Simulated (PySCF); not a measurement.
**Ca⁺ (calcium, charge +1) across methods**

[Ar] 3d1, 2D determinant (an excited configuration). All numbers are calculated (PySCF 2.14, scalar relativity by spin-free X2C-1e, in aug-cc-pwCVTZ-X2C (9s8p6d3f, 84 functions)).

```csv
method,E (hartree),mean ε 3p α (eV),mean ε 3p β (eV),mean ε 3d α (eV),Σ⟨r²⟩ (bohr²),⟨S²⟩
UHF,-679.37349,-39.851,-38.632,-9.748,23.28,0.752
M06-L,-680.169,-32.263,-31.689,-6.100,23.61,0.750
PW91,-680.199,-31.518,-30.983,-6.421,23.71,0.750
LDA,-678.322,-31.514,-30.993,-6.316,23.64,0.750
PBE,-679.975,-31.469,-30.934,-6.376,23.77,0.750
r2SCAN,-680.154,-32.169,-31.529,-6.422,23.39,0.751
PBE0,-680.015,-33.778,-33.079,-7.331,23.36,0.751
BLYP,-680.212,-31.338,-30.838,-6.358,23.92,0.750
HSE06,-680.037,-33.363,-32.672,-6.947,23.39,0.751
```
